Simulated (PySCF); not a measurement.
PySCF 2.14 output of an unrestricted r2SCAN calculation on a single atom or ion in aug-cc-pVTZ-PP with ECP10MDF, with a scalar-relativistic core potential:

```
SCF conv_tol = 1e-09
number electrons alpha = 11  beta = 10
    J. W. Furness, A. D. Kaplan, J. Ning, J. P. Perdew, and J. Sun.,  J. Phys. Chem. Lett. 11, 8208-8215 (2020)
    J. W. Furness, A. D. Kaplan, J. Ning, J. P. Perdew, and J. Sun.,  J. Phys. Chem. Lett. 11, 9248-9248 (2020)
    J. W. Furness, A. D. Kaplan, J. Ning, J. P. Perdew, and J. Sun.,  J. Phys. Chem. Lett. 11, 8208-8215 (2020)
    J. W. Furness, A. D. Kaplan, J. Ning, J. P. Perdew, and J. Sun.,  J. Phys. Chem. Lett. 11, 9248-9248 (2020)
cycle= 1 E= -330.761481134798  delta_E= -0.00781  |g|= 0.0719  |ddm|= 0.376
cycle= 2 E= -330.761965994421  delta_E= -0.000485  |g|= 0.0481  |ddm|= 0.117
cycle= 3 E= -330.762385612955  delta_E= -0.00042  |g|= 0.000887  |ddm|= 0.0565
cycle= 4 E= -330.762386042351  delta_E= -4.29e-07  |g|= 0.000122  |ddm|= 0.00191
cycle= 5 E= -330.762386051435  delta_E= -9.08e-09  |g|= 5.13e-06  |ddm|= 0.000386
cycle= 6 E= -330.762386051455  delta_E= -1.99e-11  |g|= 4.81e-07  |ddm|= 2.14e-05
converged SCF energy = -330.762386051455  <S^2> = 0.75078798  2S+1 = 2.0007878
```

The run itself started from symmetry-adapted Hartree-Fock orbitals and held the occupation by maximum overlap, on a logarithmic radial grid, so the iterations belong to that start.

Question: Which element, charge and spin multiplicity is this?

Answer: As(2+) (arsenic, charge +2), multiplicity 2; the state was [Ar] 3d10 4s2 4d1, 2D determinant (an excited configuration).

Energies and moments cover only the electrons outside the core potential. The outer electron is Rydberg-like, and this basis confines it to a smaller radius and binds it less than a complete one would.
